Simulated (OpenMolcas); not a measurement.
## GaSiH4OF (SMILES [F][GaH][O][SiH3]): methods side by side

GaSiH4OF has 8 atoms, charge 0, and is taken as a singlet. SMILES: `[F][GaH][O][SiH3]`. The coordinates come from a PBE0-D4/def2-TZVP relaxation. This is one conformer, not always the lowest.

```jsonl
{"atom": "F", "x (Å)": "0.8571", "y (Å)": "1.4720", "z (Å)": "1.8462"}
{"atom": "Ga", "x (Å)": "1.3239", "y (Å)": "1.2202", "z (Å)": "0.1775"}
{"atom": "O", "x (Å)": "0.3222", "y (Å)": "0.0248", "z (Å)": "-0.6440"}
{"atom": "Si", "x (Å)": "-0.9528", "y (Å)": "-0.9458", "z (Å)": "-0.2991"}
{"atom": "H", "x (Å)": "2.4931", "y (Å)": "1.9842", "z (Å)": "-0.4631"}
{"atom": "H", "x (Å)": "-1.2875", "y (Å)": "-1.7172", "z (Å)": "-1.5232"}
{"atom": "H", "x (Å)": "-0.6186", "y (Å)": "-1.8943", "z (Å)": "0.7969"}
{"atom": "H", "x (Å)": "-2.1373", "y (Å)": "-0.1438", "z (Å)": "0.1088"}
```

Quantity: the energy change with the O3–Si4 bond stretched from 1.639 to 1.885 Å, in eV. The values are calculated.

| level | kind | program | value (eV) | less CCSD(T)/6-31G* | CPU time (all runs) |
| --- | --- | --- | --- | --- | --- |
| BLYP/6-31G* (spherical functions) (restricted) | GGA | OpenMolcas | 0.40 | -0.10 | 1.7 min |
| PBE/6-31G* (spherical functions) (restricted) | GGA | OpenMolcas | 0.43 | -0.07 | 100 s |
| revPBE/6-31G* (spherical functions) (restricted) | GGA | OpenMolcas | 0.39 | -0.11 | 1.8 min |
| M06-L/6-31G* (spherical functions) (restricted) | meta-GGA | OpenMolcas | 0.57 | +0.07 | 2 min |
| TPSS/6-31G* (spherical functions) (restricted) | meta-GGA | OpenMolcas | 0.47 | -0.03 | 2.2 min |
| BHLYP/6-31G* (spherical functions) (restricted) | global hybrid | OpenMolcas | 0.66 | +0.16 | 83 s |
| MP2/6-31G* (spherical functions) (restricted) | perturbation theory | OpenMolcas | 0.50 | 0.00 | 30 s |
| CCSD(T)/6-31G* (spherical functions) (restricted) | coupled cluster or CI | OpenMolcas | 0.50 | 0.00 | 3.6 min |

CCSD(T)/6-31G* (spherical functions) (restricted) is the highest level here, not the true value. All-electron rows without a relativistic Hamiltonian named are non-relativistic. The first shape isn't each level's own minimum. The values span 0.39 to 0.66 eV. In the correlated wave-function rows the outer d shell of Ga is correlated, in sets not made for it. CPU times are rough (shared hosts, several kinds of processor and program).
